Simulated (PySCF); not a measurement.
C₆H₁₄NP.
Atom-mapped SMILES: `[CH3:1][P:2]1(=[NH:3])[CH2:4][CH2:5][CH2:6][CH2:7][CH2:8]1`

Structure used (GFN2-xTB), in Å, numbered top down from 1:
```xyz
22
C6H14NP angstrom
C      2.6034   -0.5042   -0.1927
P      0.9103   -0.3021    0.5324
N      0.6629   -0.6854    2.0200
C      0.3940    1.3729   -0.0805
C     -1.1041    1.4888    0.1731
C     -1.8996    0.4713   -0.6420
C     -1.6171   -0.9662   -0.2106
C     -0.1705   -1.3692   -0.4731
H      3.2735    0.2187    0.2723
H      2.6138   -0.3644   -1.2699
H      2.9486   -1.5075    0.0550
H      1.1925   -0.1601    2.7010
H      0.9390    2.1382    0.4804
H      0.6241    1.4913   -1.1405
H     -1.2910    1.3124    1.2364
H     -1.4459    2.4995   -0.0684
H     -2.9659    0.6744   -0.5168
H     -1.6617    0.5889   -1.7033
H     -1.8091   -1.0647    0.8595
H     -2.2911   -1.6437   -0.7426
H      0.0019   -2.4012   -0.1595
H      0.0815   -1.2680   -1.5320
```

Definitions: NICS(0) = −σiso at the ring centroid; NICS(1) = −σiso and NICS(1)zz = −σzz at ±1 Å along the ring normal z. Level: GIAO PBE0/pcSseg-1 (PySCF, non-relativistic, gas phase) on the GFN2-xTB geometry, one conformer.

Ring bond lengths (Å), with Mayer bond orders in brackets: P2–C4 1.857 (0.86), C4–C5 1.524 (1.03), C5–C6 1.527 (1.04), C6–C7 1.527 (1.04), C7–C8 1.524 (1.04), C8–P2 1.821 (0.93).

Q: Give the NICS values of each ring in ppm.

A: 
```
             ring                                             type  NICS(0)  NICS(1), two faces  NICS(1)zz, two faces  rms pucker (Å)  centre to ring atoms, mean (Å)
P2–C4–C5–C6–C7–C8  6-membered ring with P; formal bonds all single     -2.0         -1.7 / -2.3             4.8 / 3.5            0.28                            1.55
```

Q: What do they say, and how far can they be read as aromaticity?

A: 
- P2–C4–C5–C6–C7–C8: mean NICS(1)zz 4.2 ppm, deshielded. P2, C4, C5, C6, C7, C8 have four or more neighbours, so the value isn't read as a sign of a π ring current.

Q: What field does 9.4 T along the ring normal induce along that normal at the first NICS(1) probe listed for ring P2–C4–C5–C6–C7–C8, 1 Å off the ring?

A: NICSzz × B0 = 4.8 ppm × 9.4 T = 45 μT, along the applied field.

Q: How shielded are the nuclei of the rings and their hydrogens (means over atoms taken as equivalent)?

A: 
| atoms | environment | σ isotropic (ppm) |
| --- | --- | --- |
| P2 | phosphorus bonded to 3 C and N | 335.1 |
| C4 (×2) | sp3 carbon bound to phosphorus | 151.4 |
| C5 (×2) | ring CH2 carbon | 162.1 |
| C6 | ring CH2 carbon | 154.1 |
| H13 (×2) | methylene hydrogen | 29.95 |
| H14 (×2) | methylene hydrogen | 30.53 |
| H15 (×2) | methylene hydrogen | 29.33 |
| H16 (×2) | methylene hydrogen | 29.93 |
| H17 | methylene hydrogen | 29.89 |
| H18 | methylene hydrogen | 30.71 |
